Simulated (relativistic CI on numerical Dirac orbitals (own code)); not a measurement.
## d4 in a ligand field

Computed with a parametric ligand-field model of a d^n configuration (Racah B and C, spin-orbit zeta, crystal field), exact diagonalisation.

Field parameters in Wybourne normalisation: Oh B⁴₀ = 21Dq, B⁴₄ = √(5/14) B⁴₀; Td as Oh with Dq negative (B⁴₀ = 21Dq, B⁴₄ = √(5/14) B⁴₀). The field is a parameter set, without covalency.

Problem. A d4 ion in Td symmetry has the ground term 1A1 and bands at 5T2 4000 cm⁻¹ (2500 nm), 3T1 4174 cm⁻¹ (2396 nm), 3T2 6011 cm⁻¹ (1664 nm), 1T1 7379 cm⁻¹ (1355 nm), 1T2 11127 cm⁻¹ (899 nm), 1T2 15361 cm⁻¹ (651 nm), 1E 15559 cm⁻¹ (643 nm). Which parameters reproduce them?

Solution. B = 300, C = 1500, ζ = 0 cm⁻¹, Td, 10Dq = -8300 cm⁻¹.

Problem. Ground term and bands for B = 960, C = 3680, ζ = 0 cm⁻¹, Td, 10Dq = -6500 cm⁻¹?

Solution. Ground term 5T2 with 2.00 electrons in the two orbitals of the cubic e set. Spin-allowed: 5E 6500 cm⁻¹ (1538 nm). Lowest spin-forbidden: 3T1 14137 cm⁻¹ (707 nm), 3T2 16990 cm⁻¹ (589 nm), 1A1 17488 cm⁻¹ (572 nm).

Problem. Ground term and bands for B = 920, C = 4700, ζ = 0 cm⁻¹, Td, 10Dq = -10300 cm⁻¹?

Solution. Ground term 5T2 with 2.00 electrons in the two orbitals of the cubic e set. Spin-allowed: 5E 10300 cm⁻¹ (971 nm). Lowest spin-forbidden: 3T1 15216 cm⁻¹ (657 nm), 1A1 17348 cm⁻¹ (576 nm), 3T2 18900 cm⁻¹ (529 nm).

Problem. Ground term and bands for B = 670, C = 3030, ζ = 0 cm⁻¹, Oh, 10Dq = 28800 cm⁻¹?

Solution. Ground term 3T1 with 0.02 electrons in the two orbitals of the cubic e set. Spin-allowed: 3E 25988 cm⁻¹ (385 nm), 3T1 26763 cm⁻¹ (374 nm), 3T2 27553 cm⁻¹ (363 nm), 3A1 28600 cm⁻¹ (350 nm). Lowest spin-forbidden: 1T2 8778 cm⁻¹ (1139 nm), 1E 9665 cm⁻¹ (1035 nm), 5E 10450 cm⁻¹ (957 nm).

Problem. Ground term and bands for B = 800, C = 3210, ζ = 0 cm⁻¹, Oh, 10Dq = 34900 cm⁻¹?

Solution. Ground term 3T1 with 0.02 electrons in the two orbitals of the cubic e set. Spin-allowed: 3E 31853 cm⁻¹ (314 nm), 3T1 32644 cm⁻¹ (306 nm), 3T2 33558 cm⁻¹ (298 nm), 3A1 34970 cm⁻¹ (286 nm). Lowest spin-forbidden: 1T2 9656 cm⁻¹ (1036 nm), 1E 10746 cm⁻¹ (931 nm), 5E 14930 cm⁻¹ (670 nm).
